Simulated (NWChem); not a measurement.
**H$_{6}$Al$_{2}$O$_{2}$**

SMILES: [OH][AlH2].[OH][AlH2]
```xyz
10

Al     0.0000     0.0000    -1.4398
Al     0.0000     0.0000     1.4398
O      0.0682    -1.2250     0.0000
H     -0.4229    -2.0643     0.0000
H     -1.3925    -0.1855    -2.2043
H      1.3925     0.1855    -2.2043
O     -0.0682     1.2250     0.0000
H      0.4229     2.0643     0.0000
H     -1.3925    -0.1855     2.2043
H      1.3925     0.1855     2.2043
```
Charge 0, spin multiplicity 1.

The numbers come from NWChem runs, not from measurements. Structure: optimised with PBE/def2-SVP, a minimum by its harmonic frequencies. It is one conformer; others weren't searched.

Symmetry labels belong to the abelian group C2h used in the runs, with the axes of the coordinates shown.

The Pople sets run with spherical d functions. The structure started from a generated list of species.

Question: List the lowest 3 singlet excitations that CIS/6-31+G* (spherical d) gives, with oscillator strengths.

Answer: 
```
state  symmetry  energy (eV)  wavelength (nm)      f
-----  --------  -----------  ---------------  -----
1            ag         7.47              166  0.000
2            au         7.62              163  0.000
3            bu         8.40              148  0.181
```
